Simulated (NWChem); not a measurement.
System: InH3S2O; SMILES [SH][In]([SH])[OH]

```xyz
7

In     0.2278     0.0143     0.0001
O      2.2188     0.0886    -0.0004
H      2.6301    -0.7832     0.0050
S     -0.9520    -2.0813     0.0001
H      0.1854    -2.8120    -0.0041
S     -0.8983     2.1215     0.0000
H     -2.1207     1.5435    -0.0017
```
Atoms are numbered in this order, from 1.

All runs: NWChem. Coordinates come from a PBE0/def2-SVP optimisation. No frequency run checked for a minimum. def2 effective core potentials on In; no spin-orbit coupling. Ions are spin-unrestricted doublets at the neutral geometry; other ion states weren't tried.

For level PBE0/def2-SVP:

| Item | Result |
|---|---|
| −ε(HOMO) (eV) | 7.46 |

Question: How do the values read with level PBE/def2-SVP instead?

Answer: −ε(HOMO) (eV): 6.17
